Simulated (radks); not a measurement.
Values are calculated unless marked as measured or tabulated.
The neon ion Ne2+, configuration [He] 2s2 2p4. Level of theory: scalar-relativistic Kohn-Sham, LDA (Slater exchange, VWN5 correlation), spin-polarised, spherical densities, finite nucleus; open shells are filled with parallel spins first; Fermi nuclear charge, rms radius 3.0055 fm; hard spherical wall at 2.5 bohr (a radial shooting solver on a logarithmic mesh with Libxc functionals).

Unscreened Slater integrals over Kohn-Sham orbitals (cm^-1). They are taken over the spin-up orbitals. Empty in this configuration: 3s.

integral     value
F0(2p,2p)   257030
F2(2p,2p)   118400
F0(2p,2s)   248220
G1(2p,2s)   150080
F0(2p,1s)   361550
G1(2p,1s)    45689
F0(2p,3s)   166170
G1(2p,3s)    27620
F0(2s,2s)   242520
F0(2s,1s)   342380
G0(2s,1s)    26913
F0(2s,3s)   163710
G0(2s,3s)    21001
F0(1s,1s)  1302200
F0(1s,3s)   209070
G0(1s,3s)    13443
F0(3s,3s)   134660

Derived for the open shells (J is the average intra-shell exchange parameter used in DFT+U). 2p: J = F2/5 = 23680 cm^-1; in LS coupling 1D lies 6 F2/25 = 28410 cm^-1 above 3P.
